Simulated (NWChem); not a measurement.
System: C2H5BO3; SMILES OB1OCCO1

The following NWChem deck was run.

```
start job
memory heap 200 mb stack 900 mb global 1100 mb
geometry units angstroms noautosym nocenter noautoz
  O     -0.077434     2.123488     0.020339
  B     -0.031134     0.764585     0.011261
  O     -1.169070    -0.005410     0.002776
  C     -0.758290    -1.371469     0.112664
  C      0.777271    -1.347608    -0.111875
  O      1.141141     0.032911     0.010775
  H      0.814581     2.497418    -0.001427
  H     -1.023196    -1.746073     1.109199
  H     -1.286072    -1.973136    -0.634200
  H      1.055203    -1.702556    -1.111877
  H      1.325007    -1.937321     0.630007
end
basis spherical
  O library sto-3g
  B library sto-3g
  C library sto-3g
  H library sto-3g
end
dft
  xc hfexch
  iterations 150
end
property
  shielding
end
task dft property
```

Excerpt of the output:

```
             Northwest Computational Chemistry Package (NWChem) 7.3.0
             --------------------------------------------------------

                             Geometry "geometry" -> ""
                             -------------------------

 Output coordinates in angstroms (scale by  1.889725989 to convert to a.u.)

  No.       Tag          Charge          X              Y              Z
 ---- ---------------- ---------- -------------- -------------- --------------
    1 O                    8.0000    -0.07743400     2.12348800     0.02033900
    2 B                    5.0000    -0.03113400     0.76458500     0.01126100
    3 O                    8.0000    -1.16907000    -0.00541000     0.00277600
    4 C                    6.0000    -0.75829000    -1.37146900     0.11266400
    5 C                    6.0000     0.77727100    -1.34760800    -0.11187500
    6 O                    8.0000     1.14114100     0.03291100     0.01077500
    7 H                    1.0000     0.81458100     2.49741800    -0.00142700
    8 H                    1.0000    -1.02319600    -1.74607300     1.10919900
    9 H                    1.0000    -1.28607200    -1.97313600    -0.63420000
   10 H                    1.0000     1.05520300    -1.70255600    -1.11187700
   11 H                    1.0000     1.32500700    -1.93732100     0.63000700

 Effective nuclear repulsion energy (a.u.)     237.2846593572

  xc_inp: hfexch multiplicative factor not found.
                              NWChem Property Module
                              ----------------------

  itol2e modified to match energy
  convergence criterion.

                                 NWChem DFT Module
                                 -----------------

 Summary of "ao basis" -> "ao basis" (spherical)
 ------------------------------------------------------------------------------
       Tag                 Description            Shells   Functions and Types
 ---------------- ------------------------------  ------  ---------------------
 O                           sto-3g                  3        5   2s1p
 B                           sto-3g                  3        5   2s1p
 C                           sto-3g                  3        5   2s1p
 H                           sto-3g                  1        1   1s

  itol2e modified to match energy
  convergence criterion.

            General Information
            -------------------
          SCF calculation type: DFT
          Wavefunction type:  closed shell.
          No. of atoms     :    11
          No. of electrons :    46
           Alpha electrons :    23
            Beta electrons :    23
          Charge           :     0
          Spin multiplicity:     1
          Use of symmetry is: off; symmetry adaption is: off
          Maximum number of iterations: 150
          AO basis - number of functions:    35
                     number of shells:    23
          Convergence on energy requested:  1.00D-07
          Convergence on density requested:  1.00D-05
          Convergence on gradient requested:  5.00D-04

              XC Information
              --------------
                     Hartree-Fock (Exact) Exchange  1.000

      Superposition of Atomic Density Guess
      -------------------------------------

 Sum of atomic energies:        -322.18054719

      Non-variational initial energy
      ------------------------------

 Total energy =    -323.270988
 1-e energy   =    -918.413370
 2-e energy   =     357.857722
 HOMO         =      -0.175643
 LUMO         =       0.384252

[...]

          -----------------------------------------
          Chemical Shielding Tensors (GIAO, in ppm)
          -----------------------------------------

                                NWChem CPHF Module
                                ------------------

  scftype          =     RHF
  nclosed          =       23
  nopen            =        0
  variables        =      276
  # of vectors     =        3
  tolerance        = 0.10D-03
  level shift      = 0.00D+00
  max iterations   =       50
  max subspace     =       30

 SCF residual:    2.9294698230285995E-005

Iterative solution of linear equations
  No. of variables      276
  No. of equations        3
  Maximum subspace       30
        Iterations       50
       Convergence  1.0D-04

   iter   nsub   residual    time
   ----  ------  --------  ---------
     1      3    1.47D+00       2.3
     2      6    1.42D-01       2.4
     3      9    1.97D-02       2.5
     4     12    4.07D-03       2.7
     5     15    6.22D-04       2.8
     6     18    8.89D-05       2.9

      Atom:    1  O
        Diamagnetic
    376.6780      7.5800     -0.4853
      7.5800    398.4042      0.0455
     -0.4853      0.0455    356.4463

        Paramagnetic
    -56.1575    -28.2091      1.7659
    -28.2091    -72.4741      0.1901
      1.7659      0.1901     68.4383

        Total Shielding Tensor
    320.5205    -20.6290      1.2805
    -20.6290    325.9301      0.2356
      1.2805      0.2356    424.8846

           isotropic =     357.1117
          anisotropy =     101.6829

          Principal Components and Axis System
                 1           2           3
              424.9003    344.0254    302.4095

      1         0.0123     -0.6594      0.7517
      2        -0.0002      0.7518      0.6594
      3         0.9999      0.0083     -0.0091

      Atom:    2  B
        Diamagnetic
    205.9546      0.3446     -0.0999
      0.3446    214.7466      0.1153
     -0.0999      0.1153    189.9936

        Paramagnetic
   -103.2804      1.6807      1.0812
      1.6807    -93.4688     -0.0906
      1.0812     -0.0906    -75.4830

        Total Shielding Tensor
    102.6742      2.0253      0.9813
      2.0253    121.2777      0.0247
      0.9813      0.0247    114.5105

           isotropic =     112.8208
          anisotropy =      13.0159

          Principal Components and Axis System
                 1           2           3
              121.4981    114.5862    102.3783

      1         0.1079      0.0775      0.9911
      2         0.9940     -0.0271     -0.1061
      3         0.0187      0.9966     -0.0800

      Atom:    3  O
        Diamagnetic
    379.9896      5.8990      0.7191
      5.8990    397.6198     -2.2373
      0.7191     -2.2373    352.4858

        Paramagnetic
     18.7383     16.5493     -2.3636
     16.5493   -116.3812     -4.1223
     -2.3636     -4.1223     26.7226

        Total Shielding Tensor
    398.7279     22.4483     -1.6445
     22.4483    281.2386     -6.3596
     -1.6445     -6.3596    379.2083

           isotropic =     353.0583
          anisotropy =      75.2050

          Principal Components and Axis System
                 1           2           3
              403.1950    379.2307    276.7492

      1         0.9757      0.1248     -0.1799
      2         0.1857     -0.0358      0.9820
      3        -0.1161      0.9915      0.0581

      Atom:    4  C
        Diamagnetic
    252.1095      1.0487     -1.1207
      1.0487    251.1120     -0.5283
     -1.1207     -0.5283    242.0385

        Paramagnetic
    -64.5346    -14.8134     -1.1330
    -14.8134    -32.2887     -3.7337
     -1.1330     -3.7337    -87.0743

        Total Shielding Tensor
    187.5750    -13.7647     -2.2537
    -13.7647    218.8232     -4.2621
     -2.2537     -4.2621    154.9642

           isotropic =     187.1208
          anisotropy =      55.5730

          Principal Components and Axis System
                 1           2           3
              224.1695    182.8410    154.3519

      1        -0.3492      0.9313      0.1035
      2         0.9359      0.3412      0.0876
      3        -0.0463     -0.1275      0.9908

      Atom:    5  C
        Diamagnetic
    252.1257     -0.9234     -1.1434
     -0.9234    251.1157      0.5700
     -1.1434      0.5700    242.0770

        Paramagnetic
    -65.2411     13.6768     -0.8617
     13.6768    -31.5719      4.1196
     -0.8617      4.1196    -84.0558

        Total Shielding Tensor
    186.8846     12.7534     -2.0051
     12.7534    219.5437      4.6896
     -2.0051      4.6896    158.0212

           isotropic =     188.1499
          anisotropy =      54.0017

          Principal Components and Axis System
                 1           2           3
              224.1510    182.9577    157.3409

      1         0.3205      0.9410      0.1090
      2         0.9455     -0.3108     -0.0969
      3         0.0573     -0.1341      0.9893

      Atom:    6  O
        Diamagnetic
    380.7157     -6.1402      0.5124
     -6.1402    397.6751      2.7009
      0.5124      2.7009    352.6203

        Paramagnetic
     12.8704    -19.9240     -2.9029
    -19.9240   -114.2917      2.4354
     -2.9029      2.4354     16.8893

        Total Shielding Tensor
    393.5861    -26.0641     -2.3904
    -26.0641    283.3834      5.1363
     -2.3904      5.1363    369.5096

           isotropic =     348.8264
          anisotropy =      76.5146

          Principal Components and Axis System
                 1           2           3
              399.8361    369.3319    277.3112

      1         0.9684      0.1218      0.2175
      2        -0.2218      0.0224      0.9748
      3        -0.1139      0.9923     -0.0487

      Atom:    7  H
        Diamagnetic
     36.2840      9.8315     -0.3856
      9.8315     33.0631     -0.2038
     -0.3856     -0.2038     19.3661

[...]
```

Level: Hartree-Fock/STO-3G, GIAO. STO-3G and 3-21G are far too small for this property and stand as cheap habits. Coordinates come from a B3LYP/6-31G* (spherical d) optimisation. The printed shielding anisotropy is the first printed principal value minus the mean of the other two.
